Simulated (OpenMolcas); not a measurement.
# N: Slater's ratio, worked from levels

```
Program             : OpenMolcas
Basis               : ANO-RCC-VDZ [3s2p]
Scalar Hamiltonian  : DKH3, point nucleus
Active space        : 3 electrons in 3 orbitals (2p)
State averaging     : 2S+1 = 4 odd, 1 root; 2S+1 = 2 odd, 8 roots
Spin-orbit coupling : state interaction with AMFI integrals over the reference wave functions, term energies averaged over their components
```

Methods: CASSCF; SS-CASPT2, IPEA 0.25 Eh, imaginary shift 0.1 Eh (closed shells correlated: 1s 2s). Measured levels: NIST Handbook of Basic Atomic Spectroscopic Data.

**Slater's ratio.** With one set of orbitals, p3 has 2D* - 4S* = 9 F2 and 2P* - 2D* = 6 F2 (F2 = F²/25), a ratio of 2/3. Term energies are centres of gravity, weighted by 2J + 1.

```json
{"Source": "CASSCF", "2D* - 4S*": "23093", "2P* - 4S*": "38247", "F2 from the first": "2566", "Ratio": "0.656"}
{"Source": "SS-CASPT2", "2D* - 4S*": "22430", "2P* - 4S*": "31647", "F2 from the first": "2492", "Ratio": "0.411"}
{"Source": "measured", "2D* - 4S*": "19228", "2P* - 4S*": "28839", "F2 from the first": "2136", "Ratio": "0.500"}
```

Energies in cm-1. A ratio away from 2/3 shows effects beyond one configuration with one set of orbitals, and in heavier atoms second-order spin-orbit shifts.

CASPT2 does not keep the components of a term degenerate, so their means are used; among the terms shown or strongly mixed into the levels shown the widest spread is 30 cm-1 (2s2 2p3 2D*, SS-CASPT2). With the s shell closed, the reference lacks s² → p² mixing. Without dynamic correlation excited terms often stand tens of per cent too high (terms of higher spin than the ground term too low), and those without a measured partner can miss by more than the paired ones (holds for CASSCF). Some terms miss by over 15 % even with CASPT2, which points to a basis or an active space too small for the shells correlated (holds for SS-CASPT2). Measured partners are found by configuration, term and J. A level has none where our copy of the source lacks it or the pairing is in doubt (some pairs that miss far off the trend of their configuration count as doubtful), and it then counts in no deviation. Only configurations of the active space appear.

* marks odd parity.
